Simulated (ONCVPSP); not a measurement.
**Configuration tests for Mn (Z = 25) (ONCV)**

| Item | Value |
| --- | --- |
| Element | manganese |
| Generator | ONCVPSP 4.0.1 |
| Type | optimised norm-conserving Vanderbilt (ONCV) |
| Functional | PBE |
| Relativity | non-relativistic |
| Frozen core | [Ne] |
| Valence charge | 15 |
| Reference configuration | 3s2 3p6 3d5 4s1.5 (charge +0.5) |
| Partial waves | 3s+4s: rc 1.15 bohr, ncon 4, nbas 8, qcut 8.3 1/bohr, 2 projectors; 3p: rc 0.90 bohr, ncon 4, nbas 8, qcut 11.1 1/bohr, 2 projectors, debl 1.8 Ha; 3d: rc 1.75 bohr, ncon 4, nbas 8, qcut 9.2 1/bohr, 1 projector; f scattering state at 0.04 Ha: rc 1.65 bohr, ncon 3, nbas 8, qcut 6.1 1/bohr, 1 projector |
| Local potential | polynomial inside 0.85 bohr (lpopt 5, dvloc0 0 Ha) |
| Core correction | Teter function fitted to the true core (icmod 2), fcfact 0.5 |

In the p channel the program set the typed energies aside and used -2.139, 0.250 Ha.

Energies are relative to the spin-unpolarised reference configuration 3s2 3p6 3d5 4s1.5; without spin polarisation the order of configurations can differ from experiment.

(1) Give the all-electron excitation energy and the error of the potential for: 3s2 3p6 3d5 4s2; 3s2 3p6 3d5 4s1; 3s2 3p6 3d5 4s0; 3s2 3p6 3d5 4s1 4p1.

Levels in the configuration 3s2 3p6 3d5 4s0:

```
level  all-electron (eV)  pseudo (eV)
   3s           -101.921     -101.972
   3p            -72.031      -72.066
   3d            -24.474      -24.516
```

## Answers

(1)

```tsv
valence configuration	charge	ΔE all-electron (eV)	error AE − PS (meV)
3s2 3p6 3d5 4s2	0	-3.314	+0.3
3s2 3p6 3d5 4s1	+1	4.992	+0.3
3s2 3p6 3d5 4s0	+2	20.412	+3.0
3s2 3p6 3d5 4s1 4p1	0	0.436	0.0
```
